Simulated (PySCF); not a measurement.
Job for PySCF: R-B3LYP/3-21G on CH5BO (SMILES CBO), a point of a torsion scan.

```python
from pyscf import gto, scf, dft, mp
from pyscf.data.elements import chemcore

mol = gto.M(
    atom='''
    C     0.87909607   -0.14825898    0.02283286
    B    -0.46271877    0.70787915    0.00725564
    O    -1.52703072    0.35070605   -0.70977844
    H     1.30105145   -0.22605902   -0.97917148
    H     1.64731819    0.26672105    0.66758227
    H     0.68833047   -1.16830964    0.35606944
    H    -0.59057868    1.70016702    0.62144429
    H    -1.45406772   -0.45621732   -1.22344609
    ''',
    basis='3-21g',
    charge=0, spin=0, verbose=3, max_memory=1800)
mf = dft.RKS(mol, xc='b3lyp')
mf.conv_tol = 1e-8
mf.max_cycle = 100
mf.kernel()
if not mf.converged:
    mf = mf.newton().run(mf.mo_coeff, mf.mo_occ)
```

Program output:

```
converged SCF energy = -140.464267689135
```

Self-consistency was reached.

Cost: roughly 2.6 core-seconds.
